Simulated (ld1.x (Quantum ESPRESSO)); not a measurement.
## Cr (Z = 24): excitation energies, all-electron against TM

Cr, norm-conserving Troullier–Martins (Kleinman–Bylander form), made with ld1.x (Quantum ESPRESSO) 7.5 (PBE, scalar-relativistic). Core [Ne], reference 3s2 3p6 3d5 4s0 4p1. Waves: 3s (bound): rc 1.30 bohr; 3p (bound): rc 1.45 bohr; 3d (bound): rc 2.20 bohr. Local part: the d channel. Core correction: none.

Occupied shells without a wave of their own: 4p. They enter only through the test configuration that unscreens the potential.

Energies are relative to the spin-unpolarised reference configuration 3s2 3p6 3d5 4s0 4p1; without spin polarisation the order of configurations can differ from experiment. Not all tests gave a result: 1 of 7 tests not solved or not reliable. Left out of the table: 3s2 3p6 3d6 4s0 4p0 (solver errors, printed error -2139 eV).

Problem. Give the all-electron excitation energy and the error of the potential for: 3s2 3p6 3d5 4s1 4p0; 3s2 3p6 3d5 4s0 4p0; 3s2 3p6 3d4 4s0 4p0; 3s1 3p6 3d5 4s1 4p0; 3s2 3p6 3d4 4s1 4p1; 3s2 3p6 3d4 4s2 4p0.

Solution.

```
valence configuration  charge  ΔE all-electron (eV)  error AE − PS (meV)
  3s2 3p6 3d5 4s1 4p0       0                -3.121                 +352
  3s2 3p6 3d5 4s0 4p0      +1                 3.780                 +377
  3s2 3p6 3d4 4s0 4p0      +2                19.832                 +706
  3s1 3p6 3d5 4s1 4p0      +1                77.129                +1022
  3s2 3p6 3d4 4s1 4p1       0                 0.385                 +531
  3s2 3p6 3d4 4s2 4p0       0                -3.221                +1079
```

Levels in the configuration 3s2 3p6 3d4 4s0 4p0:

```
level  all-electron (eV)  pseudo (eV)
   3s            -95.147      -94.911
   3p            -66.460      -66.227
   3d            -22.856      -22.488
```

These tests converged, but a pseudo level misses the all-electron one widely, so the file describes the atom poorly there or has found another state: 3s2 3p6 3d4 4s2 4p0: 3d by 1.3 eV. The 4p level has no wave, so the channel is fitted at the deeper level alone: the likely source of the large errors.
